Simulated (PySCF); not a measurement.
Structure from 2D NMR

Compound of formula C₇H₁₀F₂Si. Correlations simulated from computed shifts and the bond graph:

HSQC (one-bond C–H):
```
  δH     δC
6.40  120.5
6.26  119.6
2.72   36.5
2.55   35.6
1.87   17.1
1.73   36.5
```

COSY cross peaks (H two or three bonds apart, from the bond graph; peaks can be absent where the dihedral angle is near 90°):
```
  δH    δH
6.40  4.63
4.63  1.87
2.72  2.55
2.72  1.87
2.72  1.73
2.55  1.73
1.87  1.73
```

HMBC (two and three bonds, from the bond graph):
```
  δH                               δC
6.40         174.0, 119.6, 35.6, 17.1
6.26               174.0, 120.5, 35.6
4.63         174.0, 120.5, 36.5, 17.1
2.72          174.0, 36.5, 35.6, 17.1
2.55  174.0, 120.5, 119.6, 36.5, 17.1
1.87                120.5, 36.5, 35.6
1.73          174.0, 36.5, 35.6, 17.1
```

Carbons without hydrogens: δ 174.0.

PySCF calculation with NMR shieldings at PBE0/pcSseg-1/GIAO and geometry: GFN2-xTB; one averaged value for each set of equivalent atoms, single conformer, in vacuum, non-relativistic.

δ = σ(ref) − σ, references computed at the same level: 1H (σref 31.72), 13C (σref 186.93) vs TMS.

Exchangeable hydrogens are left out of these lists.

Q: Work out the connectivity.

A: `FC(F)C1=C[SiH2][C@H]2C[C@@H]1C2`.

Structure with atom numbers: `[F:1][CH:2]([F:3])[C:4]1=[CH:5][SiH2:6][C@H:7]2[CH2:8][C@@H:9]1[CH2:10]2`. Hydrogens are named by the atom that carries them. Ha(C8), Ha(C10) are cis to C4 on the ring; Hb(C8), Hb(C10) are trans to C4 on the ring.

δC 174.0 is C4, a fully substituted alkene carbon. δC 120.5 is C5, an alkene CH (δH 6.40). δC 119.6 is C2, an allylic sp3 CH bonded to 2 F (δH 6.26). δC 36.5 is C8/C10, an sp3 CH2 in a ring (δH 1.73, 2.72). δC 35.6 is C9, an allylic sp3 CH (δH 2.55). δC 17.1 is C7, an sp3 CH bonded to Si (δH 1.87). HMBC from δH 6.40 reaches the proton-free carbon C4. HMBC from δH 6.26 reaches the proton-free carbon C4. HMBC from δH 4.63 reaches the proton-free carbon C4. HMBC from δH 2.72 reaches the proton-free carbon C4. COSY links 6.40–4.63, 4.63–1.87, 2.72–2.55, 2.72–1.87, 2.72–1.73, 2.55–1.73.

The shifts were computed for this structure.

Shifts are as computed. Against solution values, carbons near 30 ppm lie about +3 ppm off and those near 130 ppm about +5 ppm. Of 1309 compounds with measured shifts, 239 miss one by over three times the rms of a fit or turn the order of signals round; such compounds aren't used in these exercises.
